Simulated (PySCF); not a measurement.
C₃H₈Si₂, SMILES C([Si@H]([SiH3])C)#C.

Geometry: PBE0-D3(BJ)/def2-SVP. The structure was generated by enumeration; whether it is a known compound was not checked.

All values below come from TDA-PBE/def2-SVPD (PySCF).

Vertical excitations. Isolated molecule, no solvent.

| state | energy (eV) | λ (nm) | f | main pairs |
|---|---|---|---|---|
| S1 | 5.54 | 224 | 0.009 | HOMO→LUMO 61 %, HOMO→LUMO+1 33 % |
| S2 | 5.82 | 213 | 0.054 | HOMO→LUMO+1 46 %, HOMO−1→LUMO 32 %, HOMO→LUMO 14 % |
| S3 | 5.92 | 209 | 0.016 | HOMO−1→LUMO+1 50 %, HOMO−1→LUMO 40 %, HOMO→LUMO 8 % |
| S4 | 6.38 | 194 | 0.008 | HOMO→LUMO+2 65 %, HOMO→LUMO+3 19 % |
| S5 | 6.48 | 191 | 0.107 | HOMO−1→LUMO+2 21 %, HOMO−1→LUMO+1 19 %, HOMO−2→LUMO 15 %, HOMO−1→LUMO+3 11 % |
| S6 | 6.49 | 191 | 0.056 | HOMO→LUMO+3 66 %, HOMO→LUMO+2 17 % |
| S7 | 6.59 | 188 | 0.005 | HOMO→LUMO+4 42 %, HOMO−2→LUMO 29 %, HOMO−2→LUMO+1 15 % |
| S8 | 6.69 | 185 | 0.007 | HOMO→LUMO+4 36 %, HOMO−1→LUMO+2 23 %, HOMO−2→LUMO 23 %, HOMO→LUMO+3 6 % |
| S9 | 6.72 | 185 | 0.028 | HOMO−1→LUMO+2 43 %, HOMO−1→LUMO+3 19 %, HOMO−2→LUMO+1 19 %, HOMO→LUMO+4 8 % |
| S10 | 6.82 | 182 | 0.009 | HOMO−1→LUMO+3 51 %, HOMO−2→LUMO+1 35 %, HOMO−2→LUMO 9 % |
| T1 | 4.76 | 261 | 0 | HOMO→LUMO 42 %, HOMO→LUMO+1 26 %, HOMO−1→LUMO 10 %, HOMO−1→LUMO+1 9 % |
| T2 | 5.09 | 243 | 0 | HOMO→LUMO 40 %, HOMO→LUMO+1 31 %, HOMO−1→LUMO+1 23 % |
| T3 | 5.16 | 241 | 0 | HOMO−1→LUMO 47 %, HOMO→LUMO+1 22 %, HOMO−1→LUMO+1 18 % |
| T4 | 5.58 | 222 | 0 | HOMO−1→LUMO+1 37 %, HOMO−1→LUMO 26 %, HOMO→LUMO+1 14 %, HOMO→LUMO 9 % |
Triplets are in the Tamm–Dancoff approximation.
